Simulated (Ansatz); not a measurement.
`[OH][SnH2][O][SiH3]` + `N=C(O)CO` → `OC/C(O)=N\[SiH3]` + `[OH][SnH2][OH]`  (ligand exchange at the Si–O bond)

Computed with Ansatz on PBE0-D4/def2-TZVP structures; ΔE is electronic, products minus reactants. CBS: MP2 limit from def2 TZ/QZ plus the TZ coupled-cluster correction, frozen cores. DFT in def2-TZVPP. B3LYP here is the variant with VWN-RPA as its local correlation; programs differ in this. Elements past krypton have def2 core potentials. For Sn outer-core shells are correlated without core-valence functions, which leaves a few kJ/mol of doubt a bond. Each species was taken in one conformer, which may not be the lowest.

```csv
level,ΔE (kcal/mol),difference from CCSD(T)/CBS
r2SCAN-D4,11.7,-1.8
B3LYP-D4,12.3,-1.2
B2PLYP,13.2,-0.3
PBE,10.4,-3.1
PBE0,11.7,-1.8
SCS-MP2/def2-TZVPP,14.1,0.6
CCSD(T)/def2-TZVPP,13.7,0.2
HF/def2-QZVPP,17.4,3.9
HF/CBS(def2),17.5,4.0
MP2/CBS(def2),12.7,-0.8
CCSD(T)/CBS,13.5,0
```

Largest T1 diagnostic among the species: 0.014.

From PBE to PBE0 (25 % exact exchange), in def2-TZVPP and without D4, ΔE moves by +1.3 kcal/mol. The D4 term adds −0.9 kcal/mol with B3LYP and −0.5 kcal/mol with PBE0; it sums over pairs of atoms, weighted by their polarisabilities, and B3LYP, whose exchange is more repulsive, gets the larger term. In def2-TZVPP, CCSD(T) changes the Hartree–Fock value by −3.4 kcal/mol (the triples alone add −0.7 kcal/mol) and MP2 by −4.1 kcal/mol.
